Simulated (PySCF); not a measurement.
An unknown is described by computed data only.

Formula: C2H5ClOSi.

| Quantity | Value |
| --- | --- |
| Dipole | 1.24 D [PBE0/def2-SVPD] |
| Triplet | lowest triplet excitation (Tamm–Dancoff): 4.28 eV [TDA PBE0/def2-SVPD] |
| Polarisability | 66.9 au [PBE0/def2-SVPD] |
| UV, first state | lowest singlet excitation: 6.28 eV (197 nm, f = 0.034) [TDDFT PBE0/def2-SVPD] |
| Valence photoelectron | vertical ionisation energy: 9.48 eV [ΔSCF PBE0/def2-SVPD] |
| 13C NMR | chemical shifts (computed TMS as zero) by class: 156.9 (1 C), 99.9 (1 C) ppm [GIAO PBE0/pcSseg-1] |
| XPS | Si2p3/2 108.6, Cl2p3/2 206.2, C1s 290.3, C1s 292.5, O1s 539.0, Si1s 1848.6, Cl1s 2828.8 eV [ΔSCF SCAN, pcX-2 on the ionised atom, pcseg-1 elsewhere, spin-free X2C, 2p3/2 from a spin–orbit splitting computed afterwards within the 2p shell] |
| NMR, other nuclei | isotropic shieldings of nuclei other than C and H, by class: 193 (1 O), 367 (1 Si), 898 (1 Cl) ppm [GIAO PBE0/pcSseg-1] |
| UV, strongest line | among the 10 lowest singlet transitions: S4 at 7.20 eV (172 nm, f = 0.121) [TDDFT PBE0/def2-SVPD] |
| Rotational structure | rotational constants A, B, C: 5.385, 2.037, 1.617 GHz [PBE0-D3(BJ)/def2-SVP] |

Electronic properties: PySCF, gas phase, density fitting. Levels stand in brackets. One conformer (not necessarily the lowest) at the PBE0-D3(BJ)/def2-SVP geometry, without solvent, vibrations or thermal averaging. NMR classes are plain means over equivalent atoms (diastereotopic ones count apart unless rotation or inversion swaps them), as if these changed places fast.

Problem. Give a SMILES that accounts for the data.

Solution. Numbering: `[CH2:1]=[CH:2][O:3][SiH2:4][Cl:5]`. Its formula, C2H5ClOSi, gives 1 degree of unsaturation: 0 rings and 1 π bond in the structure found. 2 carbons fall into 2 classes; from least to most shielded: vinylic carbon bearing oxygen [C2] (156.9 ppm), terminal =CH2 carbon [C1] (99.9 ppm). The other shieldings belong to: 193 ppm, silyl ether oxygen [O3]; 367 ppm, chlorine-bound silicon [Si4]; 898 ppm, silicon-bound chlorine [Cl5]. The core levels belong to: Si2p3/2 108.6 eV, chlorine-bound silicon [Si4]; Cl2p3/2 206.2 eV, silicon-bound chlorine [Cl5]; C1s 290.3 eV, terminal =CH2 carbon [C1]; C1s 292.5 eV, vinylic carbon bearing oxygen [C2]; O1s 539.0 eV, silyl ether oxygen [O3]; Si1s 1848.6 eV, chlorine-bound silicon [Si4]; Cl1s 2828.8 eV, silicon-bound chlorine [Cl5]. The hole state at 292.5 eV has ⟨S²⟩ = 0.85 against 0.75, so that value is less sure. The first electron is taken from the HOMO, whose largest Löwdin shares are 0.39 on the terminal =CH2 carbon, 0.28 on the vinylic carbon bearing oxygen and 0.21 on the silyl ether oxygen. The optimised geometry has point group C1 and is an asymmetric top. Structure: `C=CO[SiH2]Cl`. Computed isomers that give other values at the same levels: `[SiH3]O/C=C/Cl` (core binding energies: Si2p3/2 108.0, Cl2p3/2 206.3, C1s 291.5, C1s 292.4, O1s 538.9, Si1s 1847.9, Cl1s 2828.9 eV); `C=C(Cl)O[SiH3]` (rotational constant A: 4.947 GHz; this holds for the one conformer computed). The assignments are read from this structure; whether some other isomer fits the data as well wasn't checked.

Conformer computed: `[CH2:1]=[CH:2][O:3][SiH2:4][Cl:5]`: C1–C2–O3–Si4 19°, C2–O3–Si4–Cl5 -72°.
